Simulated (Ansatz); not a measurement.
Computed with Ansatz on PBE0-D4/def2-TZVP structures; ΔE is electronic, products minus reactants. CBS: MP2 limit from def2 TZ/QZ plus the TZ coupled-cluster correction, frozen cores. DFT in def2-TZVPP. HSE06 is defined as in plane-wave codes. Each species was taken in one conformer, which may not be the lowest.

Reaction (substitution at a C–N bond): `CNCCN` + `CB(N)[SiH3]` → `CNB(C)[SiH3]` + `NCCN`

```tsv
level	ΔE (eV)
HSE06	0.11
MP2/def2-QZVPP	0.10
```

Question: What does CCSD(T)/CBS give? (An estimate is asked.)

Answer: Ansatz gave: +0.09 eV. The listed levels differ from it by 0.02, 0.01 eV.

Largest T1 diagnostic among the species: 0.013.

At CCSD(T), def2-SVP lies +0.05 eV from the extrapolated value and def2-TZVPP +0.01 eV. Leaving LDA and LC-ωPBE aside and taking each functional with its dispersion term where it has one, the values, not all of them listed here, spread over 0.04 eV, from BLYP-D4 to B97M-V.
